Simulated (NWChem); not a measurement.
The numbers come from NWChem runs, not from measurements. System: Au2, charge 0, spin multiplicity 1, at a geometry optimised with PBE0/def2-SVP with def2 effective core potentials on Au. The structure started from a generated list of species. Level: CR-CCSD(T)/def2-SVP with def2 effective core potentials on Au, 8 core orbitals frozen.

The NWChem input:

```
start mol
memory heap 100 mb stack 700 mb global 1900 mb
geometry units angstroms nocenter noautoz
  Au     0.000000     0.000000     1.269942
  Au     0.000000     0.000000    -1.269942
  symmetry group D2h
end
basis spherical
  * library def2-svp
end
ecp
  Au library def2-ecp
end
scf
  rhf
  nopen 0
  maxiter 100
  thresh 1e-7
  semidirect memsize 60000000 filesize 0
end
tce
  freeze core 8
  cr-ccsd(t)
  2eorb
  2emet 13
  thresh 1e-6
  maxiter 100
  tilesize 24
end
task tce energy
```

NWChem printed:

```
             Northwest Computational Chemistry Package (NWChem) 7.3.0
             --------------------------------------------------------

                                NWChem Input Module
                                -------------------

 Scaling coordinates for geometry "geometry" by  1.889725989
 (inverse scale =  0.529177249)

 Turning off AUTOSYM since
 SYMMETRY directive was detected!

                             Geometry "geometry" -> ""
                             -------------------------

 Output coordinates in angstroms (scale by  1.889725989 to convert to a.u.)

  No.       Tag          Charge          X              Y              Z
 ---- ---------------- ---------- -------------- -------------- --------------
    1 Au                  79.0000     0.00000000     0.00000000     1.26994200
    2 Au                  79.0000     0.00000000     0.00000000    -1.26994200

 Effective nuclear repulsion energy (a.u.)    1300.2937185348

            Nuclear Dipole moment (a.u.)
            ----------------------------
        X                 Y               Z
 ---------------- ---------------- ----------------
     0.0000000000     0.0000000000     0.0000000000

      Symmetry information
      --------------------

 Group name             D2h
 Group number             26
 Group order               8
 No. of unique centers     1

      Symmetry unique atoms

     1


 Summary of "ao basis" -> "" (spherical)
 ------------------------------------------------------------------------------
       Tag                 Description            Shells   Functions and Types
 ---------------- ------------------------------  ------  ---------------------
 *                          def2-svp                  on all atoms

 Summary of "ao basis" -> "ao basis" (spherical)
 ------------------------------------------------------------------------------
       Tag                 Description            Shells   Functions and Types
 ---------------- ------------------------------  ------  ---------------------
 Au                         def2-svp                12       32   6s3p2d1f
[...]
            Beta electrons :    19
           No. of orbitals :   128
            Alpha orbitals :    64
             Beta orbitals :    64
        Alpha frozen cores :     8
         Beta frozen cores :     8
     Alpha frozen virtuals :     0
      Beta frozen virtuals :     0
         Spin multiplicity : singlet
    Number of AO functions :    64
       Number of AO shells :    24
        Use of symmetry is : on
      Symmetry adaption is : on
         Schwarz screening : 0.10D-09

          Correlation Information
          -----------------------
          Calculation type : Coupled-cluster singles & doubles w/ perturbation
   Perturbative correction : Completely renormalized (T)
            Max iterations :      100
        Residual threshold : 0.10D-05
     T(0) DIIS level shift : 0.00D+00
     L(0) DIIS level shift : 0.00D+00
     T(1) DIIS level shift : 0.00D+00
     L(1) DIIS level shift : 0.00D+00
     T(R) DIIS level shift : 0.00D+00
     T(I) DIIS level shift : 0.00D+00
   CC-T/L Amplitude update :  5-th order DIIS
                I/O scheme : Global Array Library
        L-threshold :  0.10D-05
        EOM-threshold :  0.10D-05
 no EOMCCSD initial starts read in
 TCE RESTART OPTIONS
 SLICE:      F
 D4D5:       F
 quantumc:   F
 qrotation:  F
 pwtce:      F
 qducc:      F
 nacto:                         0
 nrotv:                         0
 nrot:                          0

            Memory Information
            ------------------
          Available GA space size is     249032704 doubles
          Available MA space size is     104842500 doubles

 Maximum block size supplied by input
 Maximum block size        24 doubles

 tile_dim =     11

 -------------------------------------------------

 Global array virtual files algorithm will be used

 Parallel file system coherency ......... OK

 4-electron integrals stored in orbital form

 v2    file size   =           254461
 4-index algorithm nr.  13 is used
 imaxsize =       30
 imaxsize ichop =        0


CCSD iterations
 ---------------------------------------------------------
 Iter          Residuum       Correlation     Cpu    Wall
 ---------------------------------------------------------
    1   0.1513256722175  -0.5511133758357     2.4     2.4
    2   0.0302179069490  -0.5056069100062     2.2     2.2
    3   0.0081298678808  -0.5161403685000     2.3     2.3
    4   0.0044034122965  -0.5153635148420     2.9     2.9
    5   0.0025314443998  -0.5160003653576     2.7     2.7
    6   0.0017486522596  -0.5162172579106     2.5     2.5
    7   0.0011795841458  -0.5162123024118     2.7     2.7
    8   0.0008825888427  -0.5161999386304     2.3     2.3
    9   0.0006800628389  -0.5162040697787     2.7     2.7
   10   0.0005304440192  -0.5162113224418     2.6     2.6
   11   0.0000711437616  -0.5162414679310     2.5     2.5
   12   0.0000266526984  -0.5162386265273     2.3     2.3
   13   0.0000118586984  -0.5162409311337     3.7     3.7
   14   0.0000057876621  -0.5162414712589     3.7     3.7
   15   0.0000029492434  -0.5162416816174     2.9     2.9
   16   0.0000009605291  -0.5162419889647     2.4     2.4
 -----------------------------------------------------------------
 Iterations converged
 CCSD correlation energy / hartree =        -0.516241988964714
 CCSD total energy / hartree       =      -270.110583657687016

 Singles contributions

 Doubles contributions
 CR-CCSD(T)

 CR-CCSD[T]  correction energy / hartree =        -0.010852936371192
 CR-CCSD[T] correlation energy / hartree =        -0.527094925335906
 CR-CCSD[T] total energy / hartree       =      -270.121436594058196
 CR-CCSD(T)  correction energy / hartree =        -0.009421575596869
 CR-CCSD(T) correlation energy / hartree =        -0.525663564561583
 CR-CCSD(T) total energy / hartree       =      -270.120005233283905

 Task  times  cpu:       55.6s     wall:       55.6s

 Total times  cpu:       55.6s     wall:       55.6s
```
